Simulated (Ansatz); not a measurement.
Abridged output of a molecular run in Ansatz:

```
Functional definition: HF
  name "HF"
  cite "Fock, Z. Phys. 61, 126 (1930) doi:10.1007/BF01340294"
  parent pbe
  exchange = exact_x
  correlation = 0
1474 factors; integrals over basis functions are off by at most 9.2e-4 eV
mean field evaluation 1: about -20752.9610 eV, gradient 5.7e1 eV
mean field evaluation 2: about -20753.1310 eV, gradient 5.7e1 eV
mean field evaluation 4: about -20758.8920 eV, gradient 3.5e0 eV
mean field evaluation 8: about -20758.9669 eV, gradient 3.7e-1 eV
mean field evaluation 16: about -20758.9674 eV, gradient 1.2e-6 eV
mean field -20758.96742443 eV, -762.8779819143 hartree, gradient 1.2e-6 eV, S^2 0.000000; 0 other end points of the search recorded, 0 dependent functions left out
13 core orbitals not correlated: weight in the atoms' cores, before any rotation towards them, 1.000 or more for the frozen orbitals, at most 0.000 for the correlated occupied ones
reference -20758.96742443 eV, -762.8779819143 hartree; 15, 15 occupied and 219, 219 virtual orbitals, 1474 factors
second order -24.41109936 eV of doubles, -0.00000000 eV of singles
cycle   1  -24.56532639 eV  change   -1.5e-1 eV  update   1.0e-1
cycle   2  -25.10686938 eV  change   -5.4e-1 eV  update   3.0e-2
cycle   3  -25.24383479 eV  change   -1.4e-1 eV  update   1.5e-2
cycle   4  -25.22868319 eV  change    1.5e-2 eV  update   3.2e-3
cycle   5  -25.22724581 eV  change    1.4e-3 eV  update   1.3e-3
cycle   6  -25.22805084 eV  change   -8.1e-4 eV  update   3.8e-4
cycle   7  -25.22784752 eV  change    2.0e-4 eV  update   1.2e-4
cycle   8  -25.22777784 eV  change    7.0e-5 eV  update   3.8e-5
cycle   9  -25.22778446 eV  change   -6.6e-6 eV  update   1.5e-5
perturbative correction -0.80835069 eV, -0.0297063400 hartree
Total energy: -20785.00355958 eV, -763.8347922332 hartree
```

Its atoms:

```xyz
10

N     0.945   -2.225   -0.457
Al   -0.259   -0.980   -0.703
F    -1.487   -1.263   -1.761
O    -0.185    0.479    0.110
Si   -0.379    1.963    0.740
H     1.730   -2.145    0.167
H     0.944   -3.117   -0.921
H     0.406    2.080    1.998
H     0.098    2.993   -0.220
H    -1.812    2.216    1.046
```

**Question.** Which basis set was used?
A. def2-TZVPP
B. def2-QZVPP
C. def2-SVPD
D. cc-pV(Q+d)Z

**Answer.** A. It gives 247 functions.

**Question.** Write the keys of the input that set method, charge and spin (a neutral closed shell needs none for the last two).

**Answer.** 
```yaml
correlation: {method: ccsd_t}
```
